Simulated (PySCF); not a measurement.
AlClH4O2Si, SMILES [SiH2](Cl)[Al]([OH])[OH].

Geometry optimised at TPSSh-D3(BJ)/def2-SVP. The structure was generated by enumeration; whether it is a known compound was not checked. The values are those of a single conformer.

Computed with IEF-PCM-ωB97X/def2-SVP run with PySCF.

The values are the electrostatic part of the solvation free energy, E(continuum) − E(gas) at the gas-phase geometry, in a cavity of scaled van der Waals radii (PySCF's table); cavitation and dispersion terms are not included. A continuum can't describe solvent molecules that bind to the metal. In vacuum the orbital gap is 11.22 eV. The dipole moment in vacuum is 1.25 D.

| solvent | ε | ΔG(elec) (kcal/mol) | dipole (D) | gap (eV) |
|---|---|---|---|---|
| water | 78.36 | -9.3 | 1.59 | 11.51 |
| acetonitrile | 35.69 | -9.1 | 1.58 | 11.50 |
| 2-propanol | 19.26 | -8.7 | 1.57 | 11.49 |
